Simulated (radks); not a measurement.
Problem. All-electron atom: Eu14+ in [Kr] 4d10 4f2 5s1. All-electron calculation, scalar-relativistic Kohn-Sham, LB94 model potential, spin-polarised, spherical densities, finite nucleus; open shells are filled with parallel spins first (spin-orbit coupling, left out, can overturn this in heavy ions); Fermi nuclear charge, rms radius 5.1115 fm. Program: a radial shooting solver on a logarithmic mesh with Libxc functionals. Some entries of the table are withheld. Estimate them.

| orbital | occ. | eigenvalue (eV) | r(max) (bohr) | <r^2> (bohr^2) |
|---|---|---|---|---|
| 1s up | 1 | -48856.76 | 0.01419 | 0.0006773 |
| 1s down | 1 | -48856.48 | 0.01419 | 0.0006773 |
| 2s up | 1 | -8292.621 | 0.08048 | 0.01064 |
| 2s down | 1 | -8292.517 | 0.08048 | 0.01064 |
| 2p up | 3 | -7427.816 | 0.06504 | 0.008551 |
| 2p down | 3 | -7427.736 | 0.06504 | 0.008552 |
| 3s down | 1 | -2072.031 | 0.2289 | 0.07078 |
| 3s up | 1 | -2072.030 | 0.2289 | 0.07081 |
| 3p up | 3 | -1802.201 | 0.2244 | 0.07082 |
| 3p down | 3 | -1802.183 | 0.2244 | 0.07078 |
| 3d up | 5 | -1440.178 | 0.1836 | 0.05954 |
| 3d down | 5 | -1440.153 | 0.1836 | 0.05950 |
| 4s up | 1 | -642.6085 | 0.5229 | 0.3488 |
| 4s down | 1 | -640.7771 | 0.5231 | 0.3498 |
| 4p up | 3 | -552.3105 | 0.5442 | 0.3871 |
| 4p down | 3 | -550.6612 | 0.5446 | 0.3888 |
| 4d up | 5 | -425.9808 | 0.5610 | 0.4418 |
| 4d down | 5 | -424.6068 | 0.5619 | 0.4447 |
| 5s down | 0 | -288.5898 | (1) | 1.381 |
| 5s up | 1 | -287.9270 | (2) | 1.380 |
| 4f up | 2 | -286.1858 | (3) | (4) |
| 4f down | 0 | -285.1896 | (5) | (6) |

Solution. 
(1) 5s down r(max) (bohr): 1.086
(2) 5s up r(max) (bohr): 1.085
(3) 4f up r(max) (bohr): 0.5326
(4) 4f up <r^2> (bohr^2): 0.5209
(5) 4f down r(max) (bohr): 0.5342
(6) 4f down <r^2> (bohr^2): 0.5275
